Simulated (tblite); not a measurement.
Record of a relaxation.

Compound: CH10Ge2OSi2.
SMILES with atom numbers: `[SiH3:1][Ge@@H:2]1[CH2:3][O:4][GeH2:5][SiH2:6]1` (hydrogens: H7, H8, H9 on Si1; H10 on Ge2; H11, H12 on C3; H13, H14 on Ge5; H15, H16 on Si6)

Computed with GFN2-xTB (tblite), gas phase: L-BFGS steps from a force-field or distance-geometry start until the largest atomic force falls under 0.01 eV/Å. 10 of its 127 geometries are shown.

Step 0: E = -506.4727 eV, largest atomic force 1.713 eV/Å
```
atom  x, y, z in Å  |  force x, y, z in eV/Å
Si1     2.245    1.207   -0.359    0.280   0.233  -0.309
Ge2     0.899   -0.518    0.383    1.442  -0.098   0.919
C3     -0.123   -1.267   -1.096   -0.298  -0.747  -0.821
O4     -1.128   -0.357   -1.554   -0.072  -0.278   0.820
Ge5    -2.243   -0.013   -0.158   -0.991   0.545  -0.120
Si6    -0.835    0.309    1.593    0.002   0.216   1.285
H7      2.886    1.862    0.787    0.004   0.013  -0.096
H8      1.405    2.193   -1.063    0.161  -0.082   0.073
H9      3.263    0.677   -1.272    0.055   0.161  -0.013
H10     1.701   -1.612    1.155   -0.242   0.091  -0.420
H11    -0.591   -2.234   -0.800    0.239   0.309  -0.307
H12     0.562   -1.469   -1.935   -0.409  -0.051  -0.033
H13    -3.164   -1.231    0.107   -0.020   0.199  -0.486
H14    -3.060    1.270   -0.454    0.011  -0.562  -0.473
H15    -0.643    1.743    1.906   -0.134  -0.313   0.101
H16    -1.181   -0.549    2.748   -0.028   0.365  -0.119
```

Step 14: E = -507.0404 eV, largest atomic force 0.200 eV/Å
```
atom  x, y, z in Å  |  force x, y, z in eV/Å
Si1     2.340    1.215   -0.398    0.040   0.033  -0.022
Ge2     1.010   -0.533    0.434   -0.154   0.021  -0.078
C3     -0.139   -1.276   -1.065    0.084   0.016   0.051
O4     -1.188   -0.375   -1.343    0.018  -0.118   0.019
Ge5    -2.358    0.029   -0.040   -0.009  -0.031  -0.028
Si6    -0.794    0.271    1.716   -0.104   0.017   0.093
H7      2.968    1.919    0.719    0.081   0.028   0.059
H8      1.473    2.178   -1.072   -0.044   0.008  -0.042
H9      3.376    0.783   -1.332    0.066  -0.041  -0.038
H10     1.738   -1.723    1.054    0.027  -0.030  -0.014
H11    -0.528   -2.275   -0.801    0.052   0.169  -0.093
H12     0.437   -1.383   -1.993   -0.036  -0.039   0.084
H13    -3.314   -1.168   -0.071   -0.046  -0.007   0.073
H14    -3.103    1.103   -0.796    0.007   0.040  -0.021
H15    -0.685    1.696    2.064    0.002  -0.059  -0.006
H16    -1.240   -0.451    2.912    0.017  -0.005  -0.036
```

Step 28: E = -507.0656 eV, largest atomic force 0.123 eV/Å
```
atom  x, y, z in Å  |  force x, y, z in eV/Å
Si1     2.385    1.224   -0.403    0.010   0.010  -0.009
Ge2     0.979   -0.466    0.442    0.038   0.004   0.019
C3     -0.116   -1.257   -1.051   -0.060   0.041  -0.021
O4     -1.245   -0.461   -1.336   -0.063   0.015  -0.039
Ge5    -2.390    0.024   -0.049   -0.019  -0.024   0.024
Si6    -0.856    0.254    1.736   -0.016  -0.011  -0.109
H7      3.065    1.933    0.684   -0.007   0.010   0.020
H8      1.524    2.173   -1.108    0.014   0.058  -0.024
H9      3.412    0.745   -1.326    0.012  -0.051  -0.027
H10     1.719   -1.682    0.982    0.066  -0.053   0.089
H11    -0.427   -2.278   -0.794    0.030  -0.014  -0.020
H12     0.462   -1.327   -1.979    0.004  -0.007  -0.001
H13    -3.404   -1.127    0.018   -0.018   0.012  -0.002
H14    -3.104    1.103   -0.836    0.032  -0.031   0.023
H15    -0.736    1.666    2.100   -0.017   0.062   0.067
H16    -1.274   -0.515    2.908   -0.006  -0.021   0.009
```

Step 42: E = -507.0797 eV, largest atomic force 0.082 eV/Å
```
atom  x, y, z in Å  |  force x, y, z in eV/Å
Si1     2.421    1.229   -0.423    0.022   0.030  -0.028
Ge2     0.973   -0.421    0.436   -0.019  -0.005   0.021
C3     -0.112   -1.249   -1.056   -0.020   0.001  -0.019
O4     -1.300   -0.535   -1.319   -0.003  -0.030  -0.016
Ge5    -2.425    0.002   -0.035    0.019   0.012  -0.013
Si6    -0.883    0.261    1.725   -0.001   0.012   0.081
H7      3.115    1.934    0.659    0.004  -0.028  -0.009
H8      1.625    2.218   -1.154    0.011  -0.011  -0.006
H9      3.422    0.665   -1.331   -0.001   0.005   0.012
H10     1.723   -1.619    1.025   -0.002   0.011   0.016
H11    -0.338   -2.298   -0.823   -0.009   0.028   0.010
H12     0.461   -1.259   -1.991   -0.012   0.018   0.003
H13    -3.490   -1.096    0.068    0.011  -0.011  -0.026
H14    -3.098    1.096   -0.834   -0.013  -0.004  -0.003
H15    -0.817    1.654    2.180   -0.010  -0.026  -0.022
H16    -1.284   -0.574    2.861    0.024  -0.003  -0.001
```

Step 56: E = -507.0829 eV, largest atomic force 0.024 eV/Å
```
atom  x, y, z in Å  |  force x, y, z in eV/Å
Si1     2.441    1.227   -0.441    0.005  -0.007   0.008
Ge2     0.958   -0.386    0.438    0.011   0.012  -0.007
C3     -0.113   -1.233   -1.056    0.005   0.006   0.012
O4     -1.324   -0.558   -1.312   -0.002   0.016  -0.013
Ge5    -2.442   -0.007   -0.032    0.004  -0.024   0.000
Si6    -0.905    0.254    1.735    0.005   0.011   0.015
H7      3.151    1.907    0.645    0.006   0.011  -0.005
H8      1.680    2.230   -1.190    0.010  -0.006   0.006
H9      3.436    0.628   -1.333   -0.003  -0.005  -0.003
H10     1.711   -1.569    1.052   -0.004  -0.002  -0.009
H11    -0.306   -2.288   -0.823   -0.013  -0.001  -0.012
H12     0.456   -1.219   -1.993   -0.003  -0.006   0.007
H13    -3.507   -1.106    0.056   -0.003   0.003  -0.006
H14    -3.113    1.094   -0.828   -0.002  -0.018   0.011
H15    -0.874    1.642    2.204   -0.006   0.019  -0.001
H16    -1.256   -0.606    2.867   -0.010  -0.009  -0.001
```

Step 70: E = -507.0850 eV, largest atomic force 0.037 eV/Å
```
atom  x, y, z in Å  |  force x, y, z in eV/Å
Si1     2.466    1.221   -0.445    0.007   0.004  -0.006
Ge2     0.956   -0.363    0.440   -0.006  -0.016   0.033
C3     -0.117   -1.207   -1.054    0.004   0.007   0.005
O4     -1.318   -0.516   -1.315    0.006   0.005  -0.025
Ge5    -2.456   -0.033   -0.024    0.014   0.012   0.014
Si6    -0.917    0.257    1.741   -0.004   0.001  -0.006
H7      3.199    1.905    0.624   -0.004  -0.004   0.008
H8      1.724    2.228   -1.204    0.001   0.000  -0.001
H9      3.445    0.589   -1.333    0.001  -0.007  -0.006
H10     1.697   -1.557    1.052   -0.004   0.015  -0.005
H11    -0.327   -2.259   -0.819    0.008  -0.004   0.000
H12     0.458   -1.205   -1.987   -0.019   0.007  -0.008
H13    -3.493   -1.160    0.028   -0.002  -0.009   0.006
H14    -3.151    1.072   -0.790   -0.008  -0.012  -0.005
H15    -0.927    1.649    2.200    0.010  -0.007   0.002
H16    -1.248   -0.612    2.874   -0.002   0.007  -0.007
```

Step 84: E = -507.0861 eV, largest atomic force 0.022 eV/Å
```
atom  x, y, z in Å  |  force x, y, z in eV/Å
Si1     2.482    1.212   -0.446   -0.001   0.003   0.001
Ge2     0.950   -0.347    0.445   -0.001   0.001   0.002
C3     -0.117   -1.184   -1.059   -0.001  -0.004   0.005
O4     -1.319   -0.493   -1.319   -0.009   0.006   0.013
Ge5    -2.464   -0.039   -0.021   -0.001  -0.016  -0.015
Si6    -0.926    0.263    1.743   -0.003   0.008   0.003
H7      3.222    1.891    0.620    0.002  -0.006  -0.001
H8      1.758    2.227   -1.214   -0.002   0.003  -0.002
H9      3.446    0.554   -1.331    0.005   0.003   0.004
H10     1.689   -1.541    1.057   -0.004  -0.009  -0.003
H11    -0.325   -2.236   -0.826   -0.004  -0.013  -0.007
H12     0.456   -1.178   -1.993    0.001   0.011   0.004
H13    -3.467   -1.199    0.044    0.012   0.010   0.004
H14    -3.197    1.036   -0.792    0.000  -0.004   0.001
H15    -0.930    1.653    2.210   -0.004  -0.001  -0.003
H16    -1.265   -0.609    2.871    0.010   0.007  -0.007
```

Step 98: E = -507.0867 eV, largest atomic force 0.016 eV/Å
```
atom  x, y, z in Å  |  force x, y, z in eV/Å
Si1     2.490    1.202   -0.444    0.005   0.002   0.003
Ge2     0.945   -0.345    0.447    0.006   0.011  -0.010
C3     -0.119   -1.169   -1.065   -0.002  -0.003   0.001
O4     -1.322   -0.479   -1.319    0.001  -0.009  -0.004
Ge5    -2.470   -0.047   -0.018    0.000   0.006   0.006
Si6    -0.932    0.279    1.741    0.006  -0.007  -0.009
H7      3.236    1.873    0.623    0.003   0.002   0.011
H8      1.779    2.225   -1.213   -0.007  -0.001   0.001
H9      3.454    0.541   -1.326    0.001  -0.006  -0.002
H10     1.671   -1.547    1.058   -0.005   0.002   0.000
H11    -0.324   -2.226   -0.848   -0.002   0.001  -0.003
H12     0.456   -1.149   -1.998   -0.004   0.008   0.004
H13    -3.442   -1.230    0.065   -0.007  -0.002  -0.003
H14    -3.231    1.006   -0.793    0.003  -0.008   0.007
H15    -0.942    1.670    2.205    0.003  -0.005  -0.007
H16    -1.255   -0.595    2.872   -0.003   0.010   0.004
```

Step 112: E = -507.0880 eV, largest atomic force 0.032 eV/Å
```
atom  x, y, z in Å  |  force x, y, z in eV/Å
Si1     2.524    1.186   -0.423   -0.002  -0.007   0.002
Ge2     0.935   -0.335    0.434   -0.002   0.002   0.000
C3     -0.126   -1.139   -1.095    0.000  -0.004   0.002
O4     -1.357   -0.490   -1.314   -0.002  -0.007  -0.003
Ge5    -2.494   -0.089    0.004   -0.021   0.013  -0.020
Si6    -0.934    0.309    1.726    0.001   0.002   0.011
H7      3.277    1.831    0.655   -0.010   0.005   0.004
H8      1.827    2.221   -1.189    0.017   0.007   0.003
H9      3.483    0.513   -1.302   -0.001  -0.002  -0.009
H10     1.623   -1.553    1.059    0.010   0.000  -0.008
H11    -0.287   -2.209   -0.915   -0.005  -0.003  -0.003
H12     0.438   -1.062   -2.032    0.003   0.002   0.006
H13    -3.432   -1.298    0.111    0.009   0.000   0.002
H14    -3.301    0.933   -0.765    0.007  -0.006   0.012
H15    -0.949    1.715    2.141   -0.002  -0.005  -0.007
H16    -1.233   -0.525    2.893   -0.001   0.004   0.008
```

Step 126: E = -507.0887 eV, largest atomic force 0.010 eV/Å
```
atom  x, y, z in Å  |  force x, y, z in eV/Å
Si1     2.540    1.175   -0.412   -0.005  -0.003   0.003
Ge2     0.926   -0.332    0.427    0.001   0.009   0.002
C3     -0.133   -1.124   -1.110    0.003   0.002  -0.001
O4     -1.377   -0.494   -1.313    0.000  -0.006  -0.004
Ge5    -2.507   -0.112    0.016    0.000  -0.002   0.005
Si6    -0.939    0.323    1.722    0.000  -0.001  -0.003
H7      3.288    1.804    0.679    0.001  -0.003   0.000
H8      1.875    2.232   -1.177    0.001   0.002   0.001
H9      3.494    0.494   -1.290    0.002   0.001   0.003
H10     1.611   -1.555    1.044    0.001   0.000  -0.001
H11    -0.273   -2.201   -0.952   -0.007   0.007  -0.001
H12     0.427   -1.016   -2.047   -0.001  -0.006  -0.002
H13    -3.417   -1.341    0.134    0.000   0.001   0.003
H14    -3.342    0.893   -0.744    0.002  -0.001  -0.001
H15    -0.954    1.741    2.096   -0.001  -0.003   0.001
H16    -1.227   -0.478    2.914    0.002   0.003  -0.005
```

**Question.** Summarise the path.

**Answer.** The energy falls by 0.6160 eV from step 0 to step 126; nine tenths of that is first reached at step 12. It falls at every step. The largest force goes from 1.713 to 0.010 eV/Å. Among the bonds Ge2–Si6 changes most, from 2.270 to 2.363 Å; the atoms move by 0.341 Å rms after alignment.

What follows is the cost of the whole relaxation. Hardware: Arm Neoverse N1, one thread, on a shared host. Cost: 1.9 s of wall time.
